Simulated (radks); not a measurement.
Coulomb parameter of the 4d shell of the rhodium ion Rh+ in the model configuration [Kr] 4d6 5p2, as a second difference U = [E(n + 0.5) + E(n - 0.5) - 2 E(n)] / (0.5)^2 with all orbitals relaxed. "Bare": the charge of the atom changes with n. "Screened": the 5p shell takes up the change at fixed total charge, which measures U(4d,4d) + U(5p,5p) - 2 U(4d,5p). Method: scalar-relativistic Kohn-Sham, PBE, spin-unpolarised, spherical densities, finite nucleus; Fermi nuclear charge, rms radius 4.4945 fm; computed with a radial shooting solver on a logarithmic mesh with Libxc functionals. Estimate both.

Answer. U(bare) = 11.989 eV, U(screened by 5p) = 3.129 eV, against the Slater integral F0(4d,4d) = 17.618 eV with frozen orbitals.
